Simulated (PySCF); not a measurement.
Computed with TPSSh-D3(BJ)/def2-TZVP // BP86-D3(BJ)/def2-SVP (PySCF 2.14.0). All species are isolated molecules in the gas phase. 

Reference species: [Zr(F)4] (neutral, multiplicity 1).

```yaml
mean_distance_from_the_central_atom_to_its_bonded_neighbours: 1.908 Å
HOMO: -11.06 eV
charge on the central atom (Mulliken): 1.81 e
```

After one change: the mean distance from the central atom to its bonded neighbours falls by 0.016 Å; the HOMO rises by 2.66 eV; the charge on the central atom (Mulliken) decreases by 0.31 e.

**Question.** Which change was made? The new species is one of these.
A. [Zr(F)(H)3]
B. [Zr(H)4]
C. [Zr(F)2(H)2]
D. [Zr(F)3(H)]

**Answer.** D, [Zr(F)3(H)]
